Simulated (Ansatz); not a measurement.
A nudged elastic band was laid between two geometries of BrH + FH3O3Zr (10 atoms, charge 0, multiplicity 1).

Theory: RKS revPBE/def2-SVP in Ansatz 0.2.0.

```
movable images  : 7
climbing image  : yes
spring          : 5.0 eV/Å²
optimiser       : quadratic models (default)
start path      : through a guess of the saddle point
force threshold : 0.05 eV/Å
iteration limit : 60
end points      : relaxed
```

First end point:

```xyz
10
Properties=species:S:1:pos:R:3
Zr -0.178 -0.300 -0.017
F 0.168 0.247 1.842
O 1.522 -0.566 -0.893
H 2.330 -0.647 -1.417
O -1.180 1.105 -0.883
H -1.608 1.794 -1.407
O -1.195 -1.946 0.008
H -1.696 -2.749 -0.181
Br 1.895 3.046 2.399
H 1.134 1.812 2.326
```

Last end point:

```xyz
10
Properties=species:S:1:pos:R:3
Zr 0.294 0.142 0.027
F -0.892 0.795 2.115
O 1.567 -0.221 -1.367
H 2.200 -0.642 -1.965
O -1.040 1.263 -0.820
H -1.354 1.699 -1.627
O -0.360 -1.627 0.498
H -1.142 -2.143 0.747
Br 1.960 1.366 1.747
H -0.040 1.165 2.423
```

(1) What changes between the two ends?

(2) What energy profile does the band end with?

(3) What is the geometry of the highest image?

## Answers

(1) Bonds broken: Br9–H10. Bonds formed: Zr1–Br9, F2–H10. BrH + FH3O3Zr becomes BrFH4O3Zr.

(2) It converged. The highest image is number 4 of 0 to 8, 0.34 eV above the first end and 0.21 eV above the last; the last end lies 0.13 eV above the first. A vibrational analysis at the climbing image gives one clearly imaginary mode, 166i cm⁻¹, and a faint second one (33i cm⁻¹) that may be numerical noise or a soft torsion: probably a first-order saddle point. The orbitals stay closed-shell, which can raise the energy where a bond breaks towards radicals; this wasn't checked here.

| image | path coordinate (Å) | energy (eV) | Br9–H10 (Å) | Zr1–Br9 (Å) | F2–H10 (Å) |
| --- | --- | --- | --- | --- | --- |
| 0 | 0.00 | 0.00 | 1.45 | 4.62 | 1.90 |
| 1 | 0.54 | 0.01 | 1.45 | 4.33 | 1.88 |
| 2 | 1.08 | 0.07 | 1.46 | 3.88 | 1.76 |
| 3 | 1.62 | 0.21 | 1.49 | 3.40 | 1.57 |
| 4 | 2.15 | 0.34 | 1.68 | 3.02 | 1.20 |
| 5 | 2.78 | 0.29 | 1.91 | 2.82 | 1.03 |
| 6 | 3.40 | 0.23 | 1.98 | 2.77 | 1.01 |
| 7 | 4.01 | 0.16 | 2.06 | 2.72 | 0.99 |
| 8 | 4.63 | 0.13 | 2.12 | 2.69 | 0.98 |

(3) 
```xyz
10
Properties=species:S:1:pos:R:3
Zr 0.047 0.019 0.130
F 0.117 0.106 2.290
O 1.613 -0.358 -0.914
H 2.372 -0.618 -1.453
O -1.186 1.186 -0.789
H -1.379 1.885 -1.431
O -0.894 -1.664 0.205
H -1.606 -2.315 0.133
Br 1.409 2.406 1.372
H 0.700 1.150 2.234
```

Time of the run: 8.8 min on 4 threads of Intel(R) Xeon(R) Platinum 8259CL CPU @ 2.50GHz (Skylake/Cascade Lake), with other jobs on the host, peak memory 0.25 GiB.
